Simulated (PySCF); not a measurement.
Compound: C6H14S (charge +1 and doublet state).
SMILES with atom numbers: `[CH3:1][CH2:2][S+:3][C@H:4]([CH3:5])[CH2:6][CH3:7]` (hydrogens: H8, H9, H10 on C1; H11, H12 on C2; H13 on C4; H14, H15, H16 on C5; H17, H18 on C6; H19, H20, H21 on C7)

The calculation used PySCF, PBE0-D3(BJ)/def2-SVP geometry optimisation, gas phase.

What internal coordinates does the optimisation give?

```json
{"bond": "C1–C2", "length (bohr)": "2.861", "order": "single"}
{"bond": "C2–S3", "length (bohr)": "3.388", "order": "single"}
{"bond": "S3–C4", "length (bohr)": "3.440", "order": "single"}
{"bond": "C4–C5", "length (bohr)": "2.894", "order": "single"}
{"bond": "C4–C6", "length (bohr)": "2.882", "order": "single"}
{"bond": "C6–C7", "length (bohr)": "2.869", "order": "single"}
{"bond": "C1–H8, C1–H9, C1–H10", "length (bohr)": "2.077", "order": "single"}
{"bond": "C2–H11", "length (bohr)": "2.094", "order": "single"}
{"bond": "C2–H12", "length (bohr)": "2.090", "order": "single"}
{"bond": "C4–H13", "length (bohr)": "2.087", "order": "single"}
{"bond": "C5–H14, C5–H15, C5–H16", "length (bohr)": "2.079", "order": "single"}
{"bond": "C6–H17", "length (bohr)": "2.085", "order": "single"}
{"bond": "C6–H18", "length (bohr)": "2.084", "order": "single"}
{"bond": "C7–H19, C7–H20, C7–H21", "length (bohr)": "2.081", "order": "single"}
```

Bonds in one row agree within 0.02 bohr and their mean is given. Orders are formal, as drawn. A selection of angles:
```json
{"angle": "C2–C1–H8", "degrees": "108.5"}
{"angle": "C2–C1–H9", "degrees": "111.9"}
{"angle": "H8–C1–H9", "degrees": "107.7"}
{"angle": "H9–C1–H10", "degrees": "109.0"}
{"angle": "C1–C2–S3", "degrees": "112.7"}
{"angle": "C1–C2–H11", "degrees": "112.9"}
{"angle": "C1–C2–H12", "degrees": "113.4"}
{"angle": "S3–C2–H11", "degrees": "104.8"}
{"angle": "S3–C2–H12", "degrees": "106.2"}
{"angle": "H11–C2–H12", "degrees": "106.1"}
{"angle": "C2–S3–C4", "degrees": "104.0"}
{"angle": "S3–C4–C5", "degrees": "107.4"}
{"angle": "S3–C4–C6", "degrees": "108.1"}
{"angle": "S3–C4–H13", "degrees": "105.4"}
{"angle": "C5–C4–C6", "degrees": "114.3"}
{"angle": "C5–C4–H13", "degrees": "110.3"}
{"angle": "C6–C4–H13", "degrees": "110.9"}
{"angle": "C4–C5–H14", "degrees": "107.1"}
{"angle": "C4–C5–H15", "degrees": "111.7"}
{"angle": "C4–C5–H16", "degrees": "113.0"}
{"angle": "H14–C5–H15", "degrees": "107.9"}
{"angle": "H15–C5–H16", "degrees": "109.3"}
{"angle": "C4–C6–C7", "degrees": "113.8"}
{"angle": "C4–C6–H17", "degrees": "109.3"}
{"angle": "C4–C6–H18", "degrees": "106.0"}
{"angle": "C7–C6–H17", "degrees": "111.2"}
{"angle": "C7–C6–H18", "degrees": "110.5"}
{"angle": "H17–C6–H18", "degrees": "105.6"}
{"angle": "C6–C7–H19", "degrees": "111.9"}
{"angle": "H19–C7–H20", "degrees": "106.7"}
```

Torsions: C1–C2–S3–C4 170° (antiperiplanar); C2–S3–C4–C5 -89° (synclinal); S3–C4–C6–C7 -64° (synclinal).

The 2 C–S bonds span 1.793 Å (C2–S3, drawn single) to 1.821 Å (S3–C4, drawn single), a spread of 0.028 Å. Of the pairs four or more bonds apart, S3···H19 is among the closest relative to their van der Waals radii: 2.78 Å, 93 % of the sum of Bondi's values.

Point group: C1 (no symmetry element, even within 0.4 Å). No PBE0-D3(BJ)/def2-SVP frequencies stand behind this structure, so it isn't proved a minimum. ⟨S²⟩ = 0.754 (exact for a doublet: 0.75).

One conformer stands for the species.
